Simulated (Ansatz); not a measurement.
Computed with Ansatz on PBE0-D4/def2-TZVP structures; ΔE is electronic, products minus reactants. CCSD(T)/CBS adds triple-zeta CCSD(T) − MP2 to the extrapolated MP2 energy (def2 sets, frozen cores). This one scheme is used for every species. def2 core potentials past Kr. For In outer-core shells are correlated without core-valence functions, which leaves a few kJ/mol of doubt a bond. Each species was taken in one conformer, which may not be the lowest.

Consider the hydrogenolysis of the Si–O bond: `O[SiH2][InH][F]` + H₂ → `[F][InH][SiH3]` + H₂O.

`O[SiH2][InH][F]`:

Cartesian coordinates in Å:
```
O -0.632 0.645 1.473
Si -1.152 -0.085 0.100
In 1.108 -0.391 -1.067
F 1.989 0.484 0.520
H 0.332 0.765 1.490
H -2.091 0.776 -0.669
H -1.840 -1.374 0.379
H 2.287 -0.818 -2.226
```

H₂:

```xyz
2

H    -0.177    0.180   -0.275
H     0.177   -0.180    0.275
```

`[F][InH][SiH3]`:

Z-matrix (Å, degrees):
```
Si
In 1 2.558
H 1 1.487 2 111.4
H 1 1.486 2 109.2 3 -120.4
H 1 1.486 2 109.1 3 120.4
F 2 1.968 1 109.2 3 179.5
H 2 1.714 1 141.4 3 -0.5
```

H₂O:

Cartesian coordinates in Å:
```
O -0.287 -0.260 -0.035
H 0.574 -0.391 0.369
H -0.286 0.651 -0.334
```

| species | CCSD/def2-SVP energy (Eh) |
| --- | --- |
| `O[SiH2][InH][F]` | -655.18520 |
| H₂ | -1.16345 |
| `[F][InH][SiH3]` | -580.16060 |
| H₂O | -76.17170 |

(1) Work out ΔE.

Largest T1 diagnostic among the species: 0.016.

Results:

(1) ΔE = (-580.16060) + (-76.17170) − (-655.18520) − (-1.16345) = 0.01635 Eh = +10.3 kcal/mol. CCSD(T)/CBS gives +15.0 kcal/mol.

The D4 term adds +1.6 kcal/mol with B3LYP and +0.8 kcal/mol with PBE0; it sums over pairs of atoms, weighted by their polarisabilities, and B3LYP, whose exchange is more repulsive, gets the larger term. From r2SCAN to r2SCAN0 (25 % exact exchange), in def2-TZVPP and without D4, ΔE moves by −1.5 kcal/mol. Leaving LDA and LC-ωPBE aside and taking each functional with its dispersion term where it has one, the values, not all of them listed here, spread over 3.5 kcal/mol, from HSE06-D4 to BLYP-D4. LDA lies +3.2 kcal/mol from PBE without D4.

B3LYP here is the variant with VWN-RPA as its local correlation; programs differ in this.
